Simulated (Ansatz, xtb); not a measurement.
**Isomers of C3H8GeSi in order of energy**

3 gas-phase structures of C3H8GeSi, from a drawn sample of its isomers (lower ones may exist). Each was relaxed with GFN2-xTB:

A. `[SiH3]CC#[C][GeH3]`, a singlet
B. `C#C[C@@H]([SiH3])[GeH3]`, a singlet
C. `[SiH3]C#C[CH2][GeH3]`, a singlet

**Question.** Estimate their order in r2SCAN-D4/def2-SVP energy at these geometries, lowest first.

**Answer.** Calculated order at r2SCAN-D4/def2-SVP: C (0.000), A (0.106), B (0.424) eV.

Energies above the lowest of each column, in eV; the last columns are at PBE0-D3(BJ)/def2-SVP geometries:

```csv
structure,GFN2-xTB,HF/STO-3G,r2SCAN-D4/def2-SVP,PBE0-D3(BJ)/def2-SVP,CCSD(T)/def2-SVP + ΔMP2/def2-TZVPP
C,0.000,0.137,0.000,0.000,0.000
A,0.001,0.000,0.106,0.099,0.104
B,0.349,0.771,0.424,0.375,0.382
```

CCSD(T)/def2-SVP + ΔMP2/def2-TZVPP puts C lowest; HF/STO-3G picks A. C keeps a small imaginary mode. A keeps a small imaginary mode. ΔMP2 is the change of the MP2 energy from the smaller to the larger basis.

Programs: Ansatz 0.2.0, xtb 6.7.1.
